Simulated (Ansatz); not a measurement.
Frontier orbitals of `[NH2][Ta]([OH])([F])=[S]`.

Z-matrix (Å, degrees):
```
Ta
O 1 1.889
F 1 1.879 2 108.0
N 1 1.959 2 109.0 3 119.5
S 1 2.163 2 112.0 3 -123.2
H 2 0.958 1 132.4 3 124.1
H 4 1.011 1 123.5 2 -49.2
H 4 1.008 1 125.7 2 127.2
```

Charge 0, multiplicity 1. Correlated methods include outer-core shells of Ta, which these sets cover unevenly. Ta: def2 effective core potential. Geometry: relaxed with PBE0-D4/def2-TZVP. It is one conformer, not always the lowest. Basis def2-TZVPP, the Gaussian-basis code of Ansatz.

| functional | HOMO (eV) | LUMO (eV) | gap (eV) |
| --- | --- | --- | --- |
| PBE | -6.37 | -2.22 | 4.15 |
| r2SCAN | -6.66 | -2.08 | 4.58 |
| B97M-V | -6.66 | -1.99 | 4.67 |
| PBE0 | -7.56 | -1.42 | 6.14 |
| r2SCAN0 | -7.75 | -1.34 | 6.41 |
| ωB97M-V | -9.67 | 0.67 | 10.34 |

A quarter of exact exchange (PBE0) shifts PBE's HOMO by −1.19 eV and its LUMO by +0.79 eV; full exchange at long range (ωB97M-V) shifts them by −3.30 and +2.89 eV. The gap opens from 4.16 to 10.34 eV, since occupied levels lose self-interaction and empty ones feel all the electrons. A positive LUMO is unbound and depends on the basis.
